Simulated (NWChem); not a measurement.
**Basis-set convergence for H3Al**

SMILES: [AlH3]
```xyz
4

Al     0.0000     0.0000     0.0000
H      0.0000     0.0000     1.6008
H      1.3864     0.0000    -0.8004
H     -1.3864     0.0000    -0.8004
```
Charge 0, spin multiplicity 1.

All runs are NWChem calculations. The geometry was optimised at PBE/def2-SVP, a minimum by its harmonic frequencies.

Quantity: first vertical ionisation energy at the level G0W0@PBE0.

GW and range-separated runs recompute their integrals, the others keep them in memory, which bears on the times. The structure started from a generated list of species.

```tsv
basis	functions	first vertical ionisation energy (eV)
def2-SVP	33	10.97
def2-SVPD	48	10.98
def2-TZVPD	70	11.08
def2-TZVPP	84	11.22
def2-QZVP	160	11.30
```

Smallest basis within 0.2 eV of def2-QZVP, the largest set run: def2-TZVPP, with 84 functions against 160 and about 20 % of the time. def2-QZVP isn't the basis-set limit itself, and a small set can land close by cancellation.
